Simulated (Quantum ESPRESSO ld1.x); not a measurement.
Results of a calculation; reference values are marked as such.
Problem. Species: Tm36+. Configuration: [Ar] 3d10 4s2 4p3 (the NIST ground configuration). Level of theory: scalar-relativistic Kohn-Sham, revPBE, spin-unpolarised, spherical densities, point nucleus (ld1.x of Quantum ESPRESSO 7.5). Some entries of the table are withheld. Estimate them.

orbital,occ.,eigenvalue (hartree),<r> (bohr)
1s,2,(1),0.02001
2s,2,-423.765,0.08477
2p,6,-380.791,0.07531
3s,2,-136.421,0.2180
3p,6,-123.375,0.2165
3d,10,-107.700,0.1954
4s,2,-63.3085,0.4419
4p,3,-58.4217,(2)

Solution. 
(1) 1s eigenvalue (hartree): -2235.65
(2) 4p <r> (bohr): 0.4528
